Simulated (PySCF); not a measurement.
H2Cl2Si, charge +1, doublet, geometry from GFN2-xTB (a state made from the parent by changing its charge; the spin is typed, not shown lowest), with bond 3-1 at 3.0 times its length.

The PySCF input:
```python
from pyscf import gto, scf, dft

mol = gto.M(
    atom='''
Si   -0.02575223   -0.64981803    0.02847438
Cl    1.71995071    0.29695952    0.03104826
Cl   -5.02215377    2.58372855   -0.24539862
H    -0.09310054   -1.56301606    1.20082412
H    -0.03480039   -1.66436741   -1.05940340
''',
    basis='6-31g**',
    charge=1,
    spin=1,
    verbose=3,
)

mf = dft.UKS(mol)
mf.xc = 'b3lyp'
mf.kernel()
mo_i, mo_e, stable_i, stable_e = mf.stability(internal=True, external=False, return_status=True, nroots=6, tol=1e-6)
print('internally stable:', stable_i, ' externally stable:', stable_e)
if not stable_i:
    umf = mf.copy()
    umf.scf_summary = {}
    umf.kernel(umf.make_rdm1(mo_i, mf.mo_occ))
```

Task: What does this run give for the <S^2>, total energy, Mulliken (on the basis functions themselves) charges in atom order, number of basis functions?

Result: 
- <S^2>: 0.806
- total energy: -1210.6729 Eh
- Mulliken (on the basis functions themselves) charges in atom order: Si1 0.72, Cl2 0.09, Cl3 0.06, H4 0.06, H5 0.06
- number of basis functions: 64

These values belong to the state on which the SCF converged, which isn't shown to be the lowest.
